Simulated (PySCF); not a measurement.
Ti(Cl)3(SH) (Cl3HSTi), SMILES [SH][Ti]([Cl])([Cl])[Cl], multiplicity 1. Atoms are numbered in the order given.

```xyz
6

Ti    -0.0580     0.0079     0.0000
Cl    -0.3087     1.2449    -1.7756
Cl    -0.3087     1.2449     1.7756
Cl    -1.3693    -1.7159     0.0000
S      2.0311    -0.8579     0.0000
H      2.5548     0.3966     0.0000
```

The structure is a stationary point at B3LYP-D3(BJ)/def2-SVP. The spin state was assumed, not searched. The structure was generated by enumeration; whether it is a known compound was not checked. Other conformers were not sampled.

The numbers are results of PySCF with M06-2X/def2-TZVP, not measurements.

Symmetry labels are those of the subgroup Cs that the program uses (full group Cs).

Computed valence orbital energies around the gap with their symmetry:
```tsv
orbital	symmetry	energy (eV)
HOMO−7	A"	-11.99
HOMO−6	A'	-11.97
HOMO−5	A'	-11.79
HOMO−4	A"	-11.43
HOMO−3	A'	-11.23
HOMO−2	A'	-10.87
HOMO−1	A"	-10.80
HOMO	A"	-9.49
LUMO	A'	-2.53
LUMO+1	A"	-2.37
LUMO+2	A'	-2.10
LUMO+3	A'	-2.05
```
